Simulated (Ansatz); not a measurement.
`[CH3][SnH]([NH2])[OH]`, relaxed with RKS PBE0-D4/def2-TZVP in Ansatz 0.2.0 from a PBE-D4/def2-SVP geometry. The force threshold is 0.005 eV/Å; the program also tests the step.

Charge 0, multiplicity 1. Sn takes the def2 core potential.

Start:

```xyz
11

C     0.201    0.390    1.670
Sn   -0.205   -0.632   -0.195
N    -0.624    0.837   -1.590
O     1.441   -1.553   -0.908
H     0.686    1.362    1.455
H    -0.741    0.563    2.226
H     0.879   -0.231    2.286
H    -1.321   -1.957   -0.093
H    -1.161    1.611   -1.174
H    -1.181    0.484   -2.379
H     2.026   -0.874   -1.297
```

Q: By how much does the energy fall, and how many steps does the optimiser take? (Best estimate.)

A: Computed: 0.10 eV, in 43 steps, 8 of them rejected.

Q: Which bonds change most? (Best estimate.)

A: The calculation gave: Sn2–O4 from 2.016 to 1.969 Å; Sn2–N3 from 2.069 to 2.022 Å; C1–Sn2 from 2.165 to 2.126 Å; Sn2–H8 from 1.735 to 1.712 Å.

Q: Give the relaxed structure. (Best estimate.)

A: Computed: 
```xyz
11

C     0.139    0.356    1.721
Sn   -0.125   -0.570   -0.174
N    -0.726    0.653   -1.669
O     1.709   -1.087   -0.671
H     0.717    1.271    1.594
H    -0.825    0.596    2.171
H     0.687   -0.319    2.378
H    -1.145   -1.945   -0.226
H    -0.568    1.640   -1.525
H    -1.681    0.521   -1.973
H     1.819   -1.115   -1.625
```
